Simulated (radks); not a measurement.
Initial-state core-level shifts of neutral germanium when its valence configuration changes from [Ar] 3d10 4s2 4p2. Calculated with a radial shooting solver on a logarithmic mesh with Libxc functionals: Dirac Kohn-Sham, PBE, spin-unpolarised, spherical densities, point nucleus; open shells fill j = l - 1/2 first. Shifts are changes of the shell-averaged eigenvalues in eV (positive: less bound).

valence,1s,2s,2p,3s
3d10 4p4,-3.602,-3.443,-3.443,-3.553
3d9 4p5,-14.920,-16.001,-15.889,-13.927
3d8 4p6,-27.206,-29.730,-29.497,-24.779
3d10 4s1.5 4p2.5,-0.952,-0.911,-0.911,-0.938
3d9 4s1 4p4,-13.307,-14.448,-14.339,-12.341
3d8 4s1 4p5,-25.701,-28.268,-28.043,-23.304
3d10 4s1 4p3,-1.866,-1.785,-1.785,-1.839
3d9.5 4s1.5 4p3,-6.589,-7.127,-7.075,-6.166
3d9 4s2 4p3,-11.603,-12.806,-12.700,-10.670
